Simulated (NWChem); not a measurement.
System: C2H8BNO; SMILES CCOBN

NWChem input:

```
start job
memory heap 200 mb stack 900 mb global 1100 mb
geometry units angstroms noautoz
  B      0.020871    -1.151938    -0.437881
  H     -0.029224    -1.043460    -1.647956
  O      0.307445    -0.077867     0.351119
  C      0.520183     1.206240    -0.178078
  C     -0.636813     2.129090     0.140614
  H      1.451266     1.603485     0.262274
  H      0.676138     1.150040    -1.271062
  H     -0.806847     2.175003     1.226939
  H     -0.432988     3.148607    -0.221456
  H     -1.564635     1.773715    -0.333771
  N     -0.214539    -2.397409     0.159808
  H     -0.421972    -3.228186    -0.373075
  H     -0.181648    -2.533526     1.161666
end
basis spherical
  * library def2-svp
end
dft
  xc xpbe96 cpbe96
  grid xfine
  iterations 150
  mulliken
end
task dft gradient
```

NWChem printed, in part:

```
             Northwest Computational Chemistry Package (NWChem) 7.3.0
             --------------------------------------------------------

 C1  symmetry detected

                             Geometry "geometry" -> ""
                             -------------------------

 Output coordinates in angstroms (scale by  1.889725989 to convert to a.u.)

  No.       Tag          Charge          X              Y              Z
 ---- ---------------- ---------- -------------- -------------- --------------
    1 B                    5.0000     0.19283200    -1.15258830    -0.39484079
    2 H                    1.0000     0.61587067    -1.05078326    -1.53028454
    3 O                    8.0000     0.17151583    -0.07858169     0.44440267
    4 C                    6.0000     0.59490308     1.19849845     0.03937518
    5 C                    6.0000    -0.57880918     2.14246936    -0.11285788
    6 H                    1.0000     1.29059871     1.58287997     0.80546099
    7 H                    1.0000     1.15982611     1.13294034    -0.90860083
    8 H                    1.0000    -1.15432782     2.19793565     0.82353058
    9 H                    1.0000    -0.23288617     3.15618462    -0.36736302
   10 H                    1.0000    -1.25761022     1.79968614    -0.90904567
   11 N                    7.0000    -0.27722832    -2.39023646     0.06463537
   12 H                    1.0000    -0.27750837    -3.22072178    -0.50762089
   13 H                    1.0000    -0.63621467    -2.52067824     1.00135457

 Effective nuclear repulsion energy (a.u.)     170.8727171187

  pbe96 is a nonlocal functional; adding pw91lda local functional.

                                 NWChem DFT Module
                                 -----------------

 Summary of "ao basis" -> "ao basis" (spherical)
 ------------------------------------------------------------------------------
       Tag                 Description            Shells   Functions and Types
 ---------------- ------------------------------  ------  ---------------------
 B                          def2-svp                 6       14   3s2p1d
 H                          def2-svp                 3        5   2s1p
 O                          def2-svp                 6       14   3s2p1d
 C                          def2-svp                 6       14   3s2p1d
 N                          def2-svp                 6       14   3s2p1d

            General Information
            -------------------
          SCF calculation type: DFT
          Wavefunction type:  closed shell.
          No. of atoms     :    13
          No. of electrons :    40
           Alpha electrons :    20
            Beta electrons :    20
          Charge           :     0
          Spin multiplicity:     1
          Use of symmetry is: off; symmetry adaption is: off
          Maximum number of iterations: 150
          AO basis - number of functions:   110
                     number of shells:    54
          Convergence on energy requested:  1.00D-06
          Convergence on density requested:  1.00D-05
          Convergence on gradient requested:  5.00D-04

              XC Information
              --------------
          PerdewBurkeErnzerhof Exchange Functional  1.000
            Perdew 1991 LDA Correlation Functional  1.000 local
           PerdewBurkeErnz. Correlation Functional  1.000 non-local

             Grid Information
             ----------------
          Grid used for XC integration:  xfine
          Radial quadrature: Mura-Knowles
          Angular quadrature: Lebedev.
          Tag              B.-S. Rad. Rad. Pts. Rad. Cut. Ang. Pts.
          ---              ---------- --------- --------- ---------
          B                   0.85      100          12.0      1454
          H                   0.35      100          15.0      1202
          O                   0.60      100          10.0      1454
          C                   0.70      100          13.0      1454
          N                   0.65      100          13.0      1454
          Grid pruning is: on
          Number of quadrature shells:  1300
          Spatial weights used:  Erf1

      Superposition of Atomic Density Guess
      -------------------------------------

 Sum of atomic energies:        -232.68318325

      Non-variational initial energy
      ------------------------------

 Total energy =    -235.644798
 1-e energy   =    -652.109716
 2-e energy   =     245.592201
 HOMO         =      -0.361847
 LUMO         =       0.077130

     ---------------------------------------------
      Total Density - Mulliken Population Analysis
     ---------------------------------------------

    Atom       Charge   Shell Charges
 -----------   ------   -------------------------------------------------------
    1 B    5     4.70   1.99  0.84  0.17  1.27  0.29  0.14
    2 H    1     1.08   0.71  0.36  0.01
    3 O    8     8.56   1.99  1.10  0.61  3.05  1.80  0.01
    4 C    6     5.80   1.99  0.93  0.20  1.80  0.82  0.06
    5 C    6     6.30   1.99  0.96  0.20  2.07  1.06  0.02
    6 H    1     0.93   0.70  0.21  0.02
    7 H    1     0.94   0.70  0.22  0.02
    8 H    1     0.90   0.67  0.20  0.02
    9 H    1     0.89   0.66  0.20  0.02
   10 H    1     0.90   0.67  0.20  0.02
   11 N    7     7.50   1.99  1.02  0.36  2.61  1.51  0.01
   12 H    1     0.75   0.59  0.11  0.05
   13 H    1     0.76   0.59  0.12  0.05

   convergence    iter        energy       DeltaE   RMS-Dens  Diis-err
 ---------------- ----- ----------------- --------- --------- ---------
 d= 0,ls=0.0,diis     1   -235.3746220315 -4.06D+02  1.35D-02  7.01D-01
 d= 0,ls=0.0,diis     2   -235.3113993412  6.32D-02  8.48D-03  1.45D+00
 d= 0,ls=0.0,diis     3   -235.4497947676 -1.38D-01  2.02D-03  8.20D-02
 d= 0,ls=0.0,diis     4   -235.4549551011 -5.16D-03  9.44D-04  2.20D-02
 d= 0,ls=0.0,diis     5   -235.4572266803 -2.27D-03  2.08D-04  1.16D-03
  Resetting Diis
 d= 0,ls=0.0,diis     6   -235.4573555140 -1.29D-04  6.02D-05  9.05D-05
 d= 0,ls=0.0,diis     7   -235.4573661266 -1.06D-05  2.06D-05  2.14D-06
 d= 0,ls=0.0,diis     8   -235.4573659319  1.95D-07  1.26D-05  3.70D-06
 d= 0,ls=0.0,diis     9   -235.4573663769 -4.45D-07  2.11D-06  8.42D-08

         Total DFT energy =     -235.457366376924
      One electron energy =     -657.455737025452
           Coulomb energy =      284.235736466958
    Exchange-Corr. energy =      -33.110082937089
 Nuclear repulsion energy =      170.872717118660

 Numeric. integr. density =       39.999999892965

                       DFT Final Molecular Orbital Analysis
                       ------------------------------------

 Vector   18  Occ=2.000000D+00  E=-2.742937D-01
              MO Center=  6.5D-02, -4.2D-01,  8.6D-02, r^2= 3.6D+00
   Bfn.  Coefficient  Atom+Function         Bfn.  Coefficient  Atom+Function
  ----- ------------  ---------------      ----- ------------  ---------------
    23      0.322189   3 O  px               90     -0.277205  11 N  px
     4     -0.230370   1 B  px               26      0.216295   3 O  px
    37     -0.197391   4 C  px               93      0.192972  11 N  px
    62     -0.167019   6 H  s                51      0.153063   5 C  px
    52     -0.131820   5 C  py                7      0.126803   1 B  px

 Vector   19  Occ=2.000000D+00  E=-2.476678D-01
              MO Center=  3.4D-01, -6.2D-02, -3.8D-02, r^2= 2.5D+00
   Bfn.  Coefficient  Atom+Function         Bfn.  Coefficient  Atom+Function
  ----- ------------  ---------------      ----- ------------  ---------------
    25      0.452429   3 O  pz               28      0.292130   3 O  pz
    16      0.246836   2 H  s                15      0.214158   2 H  s
    67      0.210916   7 H  s                 6      0.197784   1 B  pz
    68      0.187624   7 H  s                39     -0.177934   4 C  pz
    23     -0.156515   3 O  px               22      0.142806   3 O  s

 Vector   20  Occ=2.000000D+00  E=-2.121397D-01
              MO Center= -7.6D-02, -1.3D+00,  1.7D-01, r^2= 3.0D+00
   Bfn.  Coefficient  Atom+Function         Bfn.  Coefficient  Atom+Function
  ----- ------------  ---------------      ----- ------------  ---------------
    90      0.427473  11 N  px               23      0.349957   3 O  px
    93     -0.348432  11 N  px               26      0.259975   3 O  px
    92      0.149225  11 N  pz               50      0.141861   5 C  s
    25      0.131988   3 O  pz               95     -0.122291  11 N  pz
    62     -0.116271   6 H  s                91     -0.104238  11 N  py

[...]

                         DFT ENERGY GRADIENTS

    atom               coordinates                        gradient
                 x          y          z           x          y          z
   1 B       0.364400  -2.178076  -0.746141   -0.001250   0.000909   0.004463
   2 H       1.163827  -1.985692  -2.891818   -0.001287  -0.000067   0.003515
   3 O       0.324118  -0.148498   0.839799    0.002693   0.002021  -0.008228
   4 C       1.124204   2.264834   0.074408   -0.000210  -0.003144   0.001131
   5 C      -1.093791   4.048680  -0.213270   -0.000302  -0.000256   0.000036
   6 H       2.438878   2.991209   1.522101   -0.003872  -0.002309  -0.004030
   7 H       2.191754   2.140947  -1.717007   -0.003175   0.000058   0.005039
   8 H      -2.181363   4.153496   1.556247    0.002952  -0.000485  -0.004437
   9 H      -0.440091   5.964324  -0.694215   -0.001439  -0.004969   0.001189
  10 H      -2.376539   3.400914  -1.717847    0.003327   0.001463   0.003810
  11 N      -0.523886  -4.516892   0.122143   -0.000337  -0.000848   0.000466
  12 H      -0.524415  -6.086282  -0.959264    0.000040   0.006277   0.004171
  13 H      -1.202271  -4.763391   1.892286    0.002860   0.001351  -0.007125
```

Level: PBE/def2-SVP. The geometry was optimised at PBE0/def2-SVP. Not confirmed as a minimum by frequencies.
